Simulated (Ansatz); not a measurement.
Ansatz (an electronic-structure program) input for CrF4, SMILES [F][Cr]([F])([F])[F] (connectivity only; charge and spin as stated), neutral, multiplicity 3, PBE/def2-SVPD. Geometry: r2SCAN-D4/def2-SVP. The spin state was assumed, not searched.

Ansatz 0.2 input:
```yaml
crystal:
  periodic: [false, false, false]
  atoms:
    - {symbol: Cr, position_ang: [-0.00000000, -0.00000000, 0.00000000]}
    - {symbol: F, position_ang: [0.97779283, 0.97779283, 0.97779283]}
    - {symbol: F, position_ang: [-0.97779283, 0.97779283, -0.97779283]}
    - {symbol: F, position_ang: [-0.97779283, -0.97779283, 0.97779283]}
    - {symbol: F, position_ang: [0.97779283, -0.97779283, -0.97779283]}
basis:
  gaussian:
    orbitals: def2-SVPD
hamiltonian:
  xc: {name: PBE}
magnetization: {spin_polarized: true, initial_magnetization: 2}
```

It prints:

```
WARN ansatz: RAYON_NUM_THREADS=1 ignored (pool sized by the plan → 1); use --threads N
Functional definition: PBE
integrals: 0.06 GiB planned
1135 factors; their error is unknown
mean field: 0.50 GiB planned
mean field evaluation 1: about -39261.2100 eV, gradient 4.2e1 eV
mean field evaluation 2: about -39126.1216 eV, gradient 2.3e2 eV
mean field evaluation 4: about -39265.5945 eV, gradient 1.4e1 eV
mean field evaluation 8: about -39266.2685 eV, gradient 4.0e-2 eV
mean field evaluation 16: about -39266.2235 eV, gradient 2.1e-5 eV
mean field -39266.22345589 eV, -1443.0070964016 hartree, gradient 2.1e-5 eV, S^2 2.009488; 0 other end points of the search recorded, 0 dependent functions left out
reference -39266.22350338 eV, -1443.0070981469 hartree; 31, 29 occupied and 95, 97 virtual orbitals, 1135 factors
Total energy: -39266.22350338 eV, -1443.0070981469 hartree
```

The run converged.

Cost: around 3 core-seconds (rough).
